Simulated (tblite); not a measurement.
Species: C₅H₁₁NS (charge +1 and doublet state).
Cartesian coordinates in Å at the GFN2-xTB level; atoms count from 1:
```xyz
18
C5H11NS angstrom
N     -2.184    0.914   -0.805
C     -1.536   -0.057   -0.046
C     -0.553   -0.982   -0.796
C      0.575   -0.717    0.222
C      1.929   -0.332   -0.338
S      1.832    1.130   -1.438
C     -0.292    0.391    0.824
H     -3.033    1.336   -0.466
H     -1.654    1.444   -1.479
H     -2.262   -0.593    0.564
H     -0.319   -0.598   -1.787
H     -0.885   -2.015   -0.859
H      0.719   -1.553    0.907
H      2.350   -1.151   -0.923
H      2.620   -0.082    0.469
H      3.124    1.153   -1.768
H      0.037    1.391    0.549
H     -0.479    0.326    1.892
```

Computed with GFN2-xTB (tblite): harmonic, unscaled wavenumbers at the GFN2-xTB geometry, gas phase. This tight-binding method is rough: wavenumbers can miss measured ones by several per cent, in bad cases by 10 to 20. Modes of hydrogen on sulfur can be 10 to 20 % off. One conformer, not necessarily the lowest. Open shells enter through the occupations alone, without spin polarisation, and single modes of such species can be off by tens of per cent.

Harmonic wavenumbers (cm⁻¹): 42.0, 92.1, 168.2, 191.3, 200.4, 309.2, 354.2, 418.7, 432.2, 479.6, 571.0, 696.4, 793.9, 818.1, 832.2, 868.6, 892.1, 924.5, 935.9, 1015.9, 1021.7, 1082.9, 1123.1, 1128.7, 1143.1, 1158.4, 1198.3, 1212.2, 1223.0, 1232.0, 1239.9, 1306.4, 1321.3, 1394.0, 1411.5, 1412.7, 1453.8, 2423.9, 2973.3, 2982.9, 2987.3, 2989.5, 3013.5, 3014.1, 3029.4, 3038.0, 3438.6, 3502.7.

A = 3514, B = 1466, C = 1241 MHz; mass 117.061 u (most abundant isotopes); point group C1, symmetry number 1; spin multiplicity 2.

**Question.** What is the zero-point energy?

**Answer.** Half the sum of the wavenumbers: 32746 cm⁻¹ = 391.74 kJ/mol.

**Question.** Give the ideal-gas entropy at 500 K and 1 bar in the rigid-rotor, harmonic-oscillator model (classical rotation).

**Answer.** Translation 179.00, rotation 124.90, vibration 173.23, spin (R ln 2) 5.76: S = 482.9 J/(mol K).

**Question.** And Cp and H(500 K) − H(0)?

**Answer.** Cp = 219.55 J/(mol K), of which vibrations give 186.29 (their classical limit is 48 R = 399.1); H(500 K) − H(0) = 62.57 kJ/mol without the zero-point energy, 45.94 from vibrations.

**Question.** Which modes carry the vibrational entropy at 500 K?

**Answer.** 42.0 cm⁻¹: 25.89; 92.1 cm⁻¹: 19.38; 168.2 cm⁻¹: 14.43; 191.3 cm⁻¹: 13.38; 200.4 cm⁻¹: 13.01; 309.2 cm⁻¹: 9.55 J/(mol K); the other 42 give 77.59 together.

**Question.** How do the functions run with temperature in this model?

**Answer.** 
```csv
T (K),S (J/(mol K)),Cp (J/(mol K)),H − H(0) (kJ/mol),G − H(0) (kJ/mol),ln q(vib)
150,314.2,85.6,8.77,-38.36,2.33
250,366.4,123.2,19.15,-72.45,4.38
298.15,389.8,143.3,25.56,-90.66,5.40
400,437.8,184.7,42.30,-132.82,7.59
600,525.5,247.9,85.99,-229.32,11.99
900,638.2,306.9,169.97,-404.42,18.45
```

q(vib) and H(0) count from the zero-point level.

Hindered rotation and anharmonicity are outside this model. Other conformers, if any are populated, would add a mixing term that is left out. The structure is chiral; the term R ln 2 for an equal mix with its mirror image is left out.
